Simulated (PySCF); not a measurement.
H2Sb, SMILES [SbH2+] (connectivity only; charge and spin as stated), charge +1, multiplicity 1. Coordinates come from a B3LYP-D3(BJ)/def2-TZVPD optimisation. The def2 effective core potentials stand for the cores of Sb; spin–orbit coupling is left out.

Level of theory: B3LYP-D3(BJ)/def2-TZVPD (PySCF 2.14.0).

Harmonic wavenumbers (cm⁻¹): 855, 1975, 1982. Rotational constants (GHz): 174.2, 170.0, 86.03; symmetry number 2.

**Question.** Work out the zero-point energy and the ideal-gas rigid-rotor harmonic-oscillator thermochemistry at 298.15 K and 1 atm.

**Answer.** ZPE = ½ Σ hcν = ½ × 4812 cm⁻¹ = 6.88 kcal/mol. H − E(el) = 9.29 kcal/mol. Entropy in cal/(mol K): translation 40.35, rotation 14.12, vibration 0.17, total 54.64. G − E(el) = -7.00 kcal/mol. Cp = 8.54 cal/(mol K).
